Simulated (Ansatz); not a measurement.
`[OH][AlH][NH][SiH3]` + `[SiH3][TeH]` → `[SiH3][NH][AlH][TeH]` + silanol  (redistribution)

Computed with Ansatz on PBE0-D4/def2-TZVP structures; ΔE is electronic, products minus reactants. CCSD(T)/CBS adds triple-zeta CCSD(T) − MP2 to the extrapolated MP2 energy (def2 sets, frozen cores). Functionals use def2-TZVPP. B3LYP here is the variant with VWN-RPA as its local correlation; programs differ in this. Elements past krypton have def2 core potentials. For Te outer-core shells are correlated without core-valence functions, which leaves a few kJ/mol of doubt a bond. One conformer a species, not always the lowest.

`[OH][AlH][NH][SiH3]`:

Cartesian coordinates in Å:
```
O -0.794 2.069 0.344
Al -1.132 0.756 -0.671
N -0.122 -0.692 -0.483
Si 1.193 -1.019 0.589
H -1.278 2.892 0.324
H -2.286 0.788 -1.747
H -0.350 -1.456 -1.105
H 1.410 0.182 1.430
H 2.448 -1.331 -0.152
H 0.911 -2.189 1.470
```

`[SiH3][TeH]`:

```xyz
6

Si   -0.338    0.006   -0.554
Te    0.009   -0.141    1.911
H     0.361   -1.092   -1.267
H    -1.805   -0.125   -0.741
H     0.124    1.310   -1.089
H     1.648    0.042    1.740
```

`[SiH3][NH][AlH][TeH]`:

```xyz
10

Si   -0.435    1.467    0.155
N     0.678    0.233    0.623
Al    0.872   -1.483    0.187
Te   -0.655   -2.670   -1.440
H     0.257    2.628   -0.469
H    -1.379    0.886   -0.831
H    -1.212    1.984    1.315
H     1.372    0.550    1.291
H     2.052   -2.298    0.850
H    -1.550   -1.298   -1.681
```

`O[SiH3]`:

Z-matrix (Å, degrees):
```
Si
O 1 1.648
H 1 1.489 2 111.7
H 1 1.489 2 111.7 3 120.9
H 1 1.481 2 105.9 3 -119.6
H 2 0.957 1 117.9 3 -60.5
```

```tsv
species	B3LYP energy (Eh)
`[OH][AlH][NH][SiH3]`	-665.74696
`[SiH3][TeH]`	-560.05308
`[SiH3][NH][AlH][TeH]`	-858.57456
`O[SiH3]`	-367.22653
```

Work out ΔE.

ΔE = (-858.57456) + (-367.22653) − (-665.74696) − (-560.05308) = -0.00105 Eh = -0.7 kcal/mol. CCSD(T)/CBS gives -2.3 kcal/mol.

Largest T1 diagnostic among the species: 0.012.

In def2-TZVPP, CCSD(T) changes the Hartree–Fock value by +1.2 kcal/mol (the triples alone add −0.1 kcal/mol) and MP2 by +1.0 kcal/mol. From PBE to PBE0 (25 % exact exchange), in def2-TZVPP and without D4, ΔE moves by −0.9 kcal/mol.
